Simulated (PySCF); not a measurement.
silicon monosulfide anion (SSi), SMILES [Si]=S (connectivity only; charge and spin as stated), charge -1, multiplicity 2.

Coordinates come from a PBE-D3(BJ)/def2-TZVPD optimisation. The multiplicity is an assumed one; other spin states were not compared.

Level of theory: PBE-D3(BJ)/def2-TZVPD (PySCF).

Frequencies are harmonic and unscaled.

| mode | ν (cm⁻¹) | IR (km/mol) | moving atoms (share of kinetic energy) |
|---|---|---|---|
| 1 | 588 | 71.7 | Si 53 %, S 47 % |
